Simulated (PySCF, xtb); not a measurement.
C4H6F2, SMILES C(F)(F)=CCC.

xtb 6.7.1 with GFN2-xTB at its own geometry gives an orbital gap of 5.22 eV and a dipole moment of 2.90 D.

Geometry: PBE0-D3(BJ)/def2-SVP. One conformer was computed; it need not be the lowest.

### Question
What does PySCF with PBE/def2-TZVP give? (Estimate from the structure and the level; the computed values follow.)

### Answer
gap 5.62 eV (levels -5.90 and -0.29 eV), dipole 1.35 D.
